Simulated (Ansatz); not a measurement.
Computed with Ansatz on PBE0-D4/def2-TZVP structures; ΔE is electronic, products minus reactants. CCSD(T)/CBS is the MP2 limit (def2-TZVPP, def2-QZVPP) plus CCSD(T) − MP2 in def2-TZVPP, frozen cores. DFT in def2-TZVPP. One conformer a species, not always the lowest.

`O[Si]1([SiH3])CC1` → `C1C[SiH2][SiH2]O1`  (isomerisation)

(1) Is it downhill or uphill in electronic energy at CCSD(T)/CBS, and by how much? (Estimate.)

(2) What do these levels give: r2SCAN-D4, CCSD/def2-TZVPP, MP2/def2-QZVPP, SCS-MP2/def2-QZVPP, MP2/CBS(def2), CCSD/CBS(def2)? (Best estimate.)

Largest T1 diagnostic among the species: 0.013.

Answers

(1) The calculation gave: Downhill: ΔE = -10.5 kcal/mol.

(2) The calculation gave: r2SCAN-D4 -9.4, CCSD/def2-TZVPP -11.1, MP2/def2-QZVPP -9.2, SCS-MP2/def2-QZVPP -10.5, MP2/CBS(def2) -9.0, CCSD/CBS(def2) -10.8 kcal/mol.

The D4 term adds −1.3 kcal/mol with B3LYP and −0.6 kcal/mol with PBE0; it sums over pairs of atoms, weighted by their polarisabilities, and B3LYP, whose exchange is more repulsive, gets the larger term. In def2-TZVPP, CCSD(T) changes the Hartree–Fock value by +2.8 kcal/mol (the triples alone add +0.3 kcal/mol) and MP2 by +4.3 kcal/mol.

B3LYP here is the variant with VWN-RPA as its local correlation; programs differ in this.
